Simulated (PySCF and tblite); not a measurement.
Results of a calculation; reference values are marked as such.
C₅H₁₀O₂, numbered as in [CH3:1][O:2][C:3](=[O:4])[CH:5]([CH3:6])[CH3:7].

The ensemble was built from 90 distance-geometry starts (ETKDG and KDG, MMFF94s, GFN2-xTB) and rests on GFN2-xTB geometries. Free energies are B3LYP-D3(BJ)/def2-SVP (IEF-PCM, chloroform) single points with GFN2-xTB rigid-rotor and vibrational terms (modes under about 100 cm⁻¹ blended into free rotors). Symmetry numbers and mirror images are counted. Conformers within 3 kcal/mol (GFN2-xTB free energy) were kept, 10 at most. Couplings: B3LYP/6-31G* with pcJ-1 on H (gas phase; spin-dipole term only for pairs with B, N, F, Si or P). Couplings are for ¹H. H–H couplings come out 0.1 to 0.9 Hz lower than with pcJ-1 on all atoms. Codes: tblite and PySCF.

Torsions listed: C1–O2–C3–O4, O2–C3–C5–C6. Of a mirror pair one member is shown.

| conformer | shape | weight % |
| --- | --- | --- |
| 1 | 0°, 139° | 86.9 |
| 2 | 0°, -61° | 13.1 |

Task: Give the couplings in each conformer and the averages at 298.15 K (pairs that fast motion interchanges averaged).

Result: 
```json
{"coupling": "²J(H1,H1)", "pairs": "3", "1": "-11.7", "2": "-11.6", "average (Hz)": "-11.7"}
{"coupling": "³J(H5,H6)", "pairs": "6", "1": "7.0", "2": "7.0", "average (Hz)": "7.0"}
{"coupling": "²J(H6,H6)", "pairs": "6", "1": "-13.7", "2": "-13.7", "average (Hz)": "-13.7"}
```


Conformer gaps in def2-SVP on xTB geometries can be 2 kcal/mol too large for S=O, P=O and other polar bonds.